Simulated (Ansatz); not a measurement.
Compare A (`Cl[SiH2][O][GeH2][Cl]`) with its isomer B (`Cl[SiH](Cl)[O][GeH3]`).

Isolated molecules relaxed with PBE0-D4/def2-TZVP in Ansatz; ΔE leaves out vibrations. CCSD(T)/CBS adds triple-zeta CCSD(T) − MP2 to the extrapolated MP2 energy (def2 sets, frozen cores). DFT in def2-TZVPP. B3LYP here is the variant with VWN-RPA as its local correlation; programs differ in this. For Ge outer-core shells are correlated without core-valence functions, which leaves a few kJ/mol of doubt a bond. Scalar relativity is left out up to krypton. Each species was taken in one conformer, which may not be the lowest.

A:

Z-matrix (Å, degrees):
```
Si
O 1 1.626
Cl 1 2.057 2 110.0
H 1 1.477 2 108.0 3 117.7
H 1 1.478 2 111.5 3 -118.5
Ge 2 1.766 1 134.9 3 43.4
Cl 6 2.146 2 107.5 1 46.2
H 6 1.529 2 109.5 1 -71.1
H 6 1.527 2 106.2 1 162.4
```

B:

Z-matrix (Å, degrees):
```
Si
Cl 1 2.045
O 1 1.603 2 110.8
Cl 1 2.048 2 107.4 3 120.8
H 1 1.469 2 108.9 3 -121.4
Ge 3 1.792 1 135.2 2 67.3
H 6 1.532 3 106.7 1 93.6
H 6 1.531 3 104.8 1 -147.2
H 6 1.534 3 108.2 1 -27.1
```

Which isomer does CCSD(T)/CBS put lower? Give the gap. (Best estimate.)

Computed: B, by 6.6 kcal/mol.

Give E(B) − E(A) in kcal/mol with r2SCAN-D4, B3LYP-D4, PBE-D4, PBE0-D4, ωB97M-V, CCSD/def2-TZVPP, B3LYP. (An estimate is asked.)

Computed: r2SCAN-D4 -6.8, B3LYP-D4 -6.1, PBE-D4 -6.6, PBE0-D4 -6.5, ωB97M-V -6.7, CCSD/def2-TZVPP -5.8, B3LYP -5.8. None reverses the order clearly.

Largest T1 diagnostic: 0.011.

In def2-TZVPP, CCSD(T) changes the Hartree–Fock value by −1.6 kcal/mol (the triples alone add −0.1 kcal/mol) and MP2 by −2.0 kcal/mol.
